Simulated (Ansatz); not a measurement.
Reactions of C$_{2}$H$_{5}$NSiZn, SMILES `[SiH3]C1N=[C]1[ZnH]`.

Isolated molecules relaxed with PBE0-D4/def2-TZVP in Ansatz; ΔE leaves out vibrations. CCSD(T)/CBS adds triple-zeta CCSD(T) − MP2 to the extrapolated MP2 energy (def2 sets, frozen cores). This one scheme is used for every species. DFT in def2-TZVPP. For Zn outer-core shells are correlated without core-valence functions, which leaves a few kJ/mol of doubt a bond. Scalar relativity is left out up to krypton. Each species was taken in one conformer, which may not be the lowest.

```csv
reaction,r2SCAN-D4 (kcal/mol),HF/CBS(def2) (kcal/mol),ωB97X-V (kcal/mol),CCSD/CBS(def2) (kcal/mol),CCSD(T)/CBS(def2) (kcal/mol)
`[SiH3]C1N=[C]1[ZnH]` + `C[SiH2]O` → `C[SiH2][O][ZnH]` + `[SiH3]C1C=N1`,-11.9,-14.7,-11.8,-12.9,-12.4
`[SiH3]C1N=[C]1[ZnH]` + `N=CO` → `O/C=[N]/[ZnH]` + `[SiH3]C1C=N1`,-0.8,0.1,0.0,-0.2,-0.3
`[SiH3]C1N=[C]1[ZnH]` + `C[SiH2]O` → `O[SiH2][CH2][ZnH]` + `[SiH3]C1C=N1`,4.3,7.7,5.0,4.6,4.3
`[SiH3]C1N=[C]1[ZnH]` + `OCF` → `FC[O][ZnH]` + `[SiH3]C1C=N1`,-10.0,-11.0,-9.4,-9.7,-9.5
`[SiH3]C1N=[C]1[ZnH]` + `CSC` → `CS[CH2][ZnH]` + `[SiH3]C1C=N1`,10.6,14.8,11.8,11.0,10.6
```

Largest T1 diagnostic: 0.017, for `O/C=[N]/[ZnH]`.
